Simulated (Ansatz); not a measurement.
Geometry optimisation, Ansatz, RHF/def2-SVP.

The input (input.yaml):

```yaml
crystal:
  periodic: [false, false, false]
  atoms:
    - { symbol: C, position_ang: [0.1921, 1.8154, -0.0429] }
    - { symbol: C, position_ang: [-0.3025, 0.7115, 0.4656] }
    - { symbol: Si, position_ang: [0.5842, -0.1086, 1.8295] }
    - { symbol: Se, position_ang: [-1.8351, -0.0831, -0.2072] }
    - { symbol: Ge, position_ang: [-0.6736, -1.3392, -1.8024] }
    - { symbol: H, position_ang: [-0.3991, 2.3564, -0.8638] }
    - { symbol: H, position_ang: [1.077, 2.332, 0.3189] }
    - { symbol: H, position_ang: [-0.042, -1.3286, 2.2229] }
    - { symbol: H, position_ang: [0.6902, 0.8147, 3.04] }
    - { symbol: H, position_ang: [1.9794, -0.4383, 1.4163] }
    - { symbol: H, position_ang: [0.34684, -2.25251, -1.11413] }
    - { symbol: H, position_ang: [0.04211, -0.32288, -2.76048] }
    - { symbol: H, position_ang: [-1.72686, -2.17985, -2.56044] }
basis:
  gaussian: { orbitals: def2-SVP }
hamiltonian:
  xc: hf
relax:
  f_tol: 0.015
  max_steps: 40
output:
  orbitals: {}
```

Launched with:

```bash
$ ansatz run input.yaml --threads 2 --pin off --max-ram 3072MiB --backend cpu --events-out ev --progress --plain --runs-dir out
```

Task: Where does it end, and by what steps?

Result: The run converged. After 26 steps the energy has fallen by 0.475 eV; H8 moved furthest, 1.30 Å.

| step | energy less start (eV) | largest force component (eV/Å) | accepted |
| --- | --- | --- | --- |
| 0 | 0.0000 | 2.299 | yes |
| 1 | -0.1747 | 2.289 | yes |
| 2 | -0.3296 | 0.697 | yes |
| 3 | -0.3248 | 0.613 | no |
| 4 | -0.3685 | 0.176 | yes |
| 5 | -0.3749 | 0.055 | yes |
| 6 | -0.3832 | 0.080 | yes |
| 7 | -0.3855 | 0.368 | yes |
| 8 | -0.3982 | 0.199 | yes |
| 9 | -0.4245 | 0.087 | yes |
| 10 | -0.4396 | 0.198 | yes |
| 11 | -0.4291 | 0.413 | no |
| 12 | -0.4529 | 0.075 | yes |
| 13 | -0.4591 | 0.084 | yes |
| 14 | -0.4641 | 0.158 | yes |
| 15 | -0.4675 | 0.095 | yes |
| 16 | -0.4712 | 0.061 | yes |
| 17 | -0.4727 | 0.057 | yes |
| 18 | -0.4733 | 0.088 | yes |
| 19 | -0.4739 | 0.050 | yes |
| 20 | -0.4744 | 0.024 | yes |
| 21 | -0.4745 | 0.043 | yes |
| 22 | -0.4750 | 0.028 | yes |
| 23 | -0.4751 | 0.031 | yes |
| 24 | -0.4753 | 0.020 | yes |
| 25 | -0.4754 | 0.035 | yes |
| 26 | -0.4754 | 0.003 | yes |

```xyz
13
Properties=species:S:1:pos:R:3
C -0.010 1.910 0.085
C -0.284 0.687 0.522
Si 0.612 -0.124 1.970
Se -1.747 -0.322 -0.272
Ge -0.532 -1.346 -2.033
H -0.552 2.375 -0.730
H 0.781 2.500 0.538
H -0.340 -0.394 3.071
H 1.678 0.789 2.452
H 1.220 -1.406 1.545
H 0.656 -2.128 -1.468
H -0.031 -0.276 -3.007
H -1.517 -2.288 -2.732
```

The run took 110 s on 2 threads of AMD EPYC 7B13 (Zen 3), on a shared host, peak memory 0.52 GiB.
